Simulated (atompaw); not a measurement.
## Which change was made? (F, PAW (atompaw))

- Element: fluorine (F)
- Generator: atompaw 4.2.0.5
- Type: PAW
- Functional: PBE
- Relativity: scalar-relativistic
- Frozen core: [He]
- Valence charge: 7
- Reference configuration: 2s1.75 2p5.25
- Partial waves: 2s (bound): rc 0.70 bohr; 2s channel at -1.9 Ry: rc 0.70 bohr; 2p (bound): rc 1.65 bohr; 2p channel at -0.5 Ry: rc 1.65 bohr
- Local potential: bessel scheme, radius 1.65 bohr
- Core correction: smooth core density matched at 1.10 bohr
- Augmentation charge: sinc compensation charge, radius 1.30 bohr; PAW radius 1.65 bohr; waves and projectors: custom rrkj gramschmidtortho

Cutoffs, loose and tight: the cutoffs (Ry, on a coarse ladder) from which the occupation-weighted sum of valence levels, in a spherical-Bessel basis at the reference potential, stays within 10 and 1 mRy of its value at 400 Ry. They see the waves, projectors and local potential, not the compensation charge or the core.

The base gives: outcome: generated; cutoff, loose: 60 Ry; cutoff, tight: 90 Ry; bound ghosts: none.

(1) After one change the result is: outcome: generated; cutoff, loose: 120 Ry; cutoff, tight: 180 Ry; bound ghosts: none. Which change was it?
A. all radii scaled by about 1.04 (s 0.72, p 1.72 bohr); local potential bessel scheme, radius 1.72 bohr; augmentation sinc compensation charge, radius 1.36 bohr; PAW radius 1.72 bohr; waves and projectors: custom rrkj gramschmidtortho; core correction smooth core density matched at 1.14 bohr
B. all radii scaled by about 0.85 (s 0.60, p 1.40 bohr); local potential bessel scheme, radius 1.40 bohr; augmentation sinc compensation charge, radius 1.10 bohr; PAW radius 1.40 bohr; waves and projectors: custom rrkj gramschmidtortho; core correction smooth core density matched at 0.94 bohr
C. all radii scaled by about 0.77 (s 0.54, p 1.28 bohr); local potential bessel scheme, radius 1.28 bohr; augmentation sinc compensation charge, radius 1.00 bohr; PAW radius 1.28 bohr; waves and projectors: custom rrkj gramschmidtortho; core correction smooth core density matched at 0.84 bohr
D. all radii scaled by about 1.15 (s 0.80, p 1.90 bohr); local potential bessel scheme, radius 1.90 bohr; augmentation sinc compensation charge, radius 1.50 bohr; PAW radius 1.90 bohr; waves and projectors: custom rrkj gramschmidtortho; core correction smooth core density matched at 1.26 bohr

## Answers

(1) C. The others give: all radii scaled by about 1.15 (s 0.80, p 1.90 bohr); local potential bessel scheme, radius 1.90 bohr; augmentation sinc compensation charge, radius 1.50 bohr; PAW radius 1.90 bohr; waves and projectors: custom rrkj gramschmidtortho; core correction smooth core density matched at 1.26 bohr → outcome: generated; cutoff, loose: 21 Ry; cutoff, tight: 50 Ry; bound ghosts: none | all radii scaled by about 1.04 (s 0.72, p 1.72 bohr); local potential bessel scheme, radius 1.72 bohr; augmentation sinc compensation charge, radius 1.36 bohr; PAW radius 1.72 bohr; waves and projectors: custom rrkj gramschmidtortho; core correction smooth core density matched at 1.14 bohr → outcome: generated; cutoff, loose: 50 Ry; cutoff, tight: 80 Ry; bound ghosts: none | all radii scaled by about 0.85 (s 0.60, p 1.40 bohr); local potential bessel scheme, radius 1.40 bohr; augmentation sinc compensation charge, radius 1.10 bohr; PAW radius 1.40 bohr; waves and projectors: custom rrkj gramschmidtortho; core correction smooth core density matched at 0.94 bohr → outcome: generated; cutoff, loose: 100 Ry; cutoff, tight: 140 Ry; bound ghosts: none.
